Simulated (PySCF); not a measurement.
BH₈NSi₂.
SMILES: `BN([SiH3])[SiH3]`

The closed-shell ground state was solved at several levels (PySCF, density fitting, gas phase, non-relativistic). Isolated species at its PBE0-D3(BJ)/def2-SVP geometry, gas phase.

| level | basis functions | total energy (Eh) | HOMO (eV) | LUMO (eV) | gap (eV) | dipole (D) |
| --- | --- | --- | --- | --- | --- | --- |
| PBE0/pcSseg-1 | 122 | -663.0587 | -8.50 | -0.32 | 8.18 | 0.94 |
| wB97X-D/def2-SVPD | 152 | -663.1774 | -10.32 | 1.45 | 11.77 | 0.84 |

Problem. Estimate the row for wB97X-D/pcSseg-2, a basis of 270 functions; the other rows only guide the guess.

Solution. Total energy -663.4834 Eh, HOMO -10.35 eV, LUMO 1.30 eV, gap 11.65 eV, dipole 0.83 D.

Problem. Over all these levels, which gives the widest orbital gap and which the narrowest?

Solution. wB97X-D/def2-SVPD (range-separated hybrid) has the widest, 11.77 eV, and PBE0/pcSseg-1 (global hybrid, 25 % exact exchange) the narrowest, 8.18 eV. Functional and basis both differ between the two, so the spread mixes both effects.

Problem. How far do the dipole and the HOMO energy spread over the levels?

Solution. The dipole runs from 0.83 to 0.94 D (mean 0.87 D) and the HOMO from -10.35 to -8.50 eV.

Note: wB97X-D ran without an empirical dispersion term, which enters the total energy and its gradient alone.
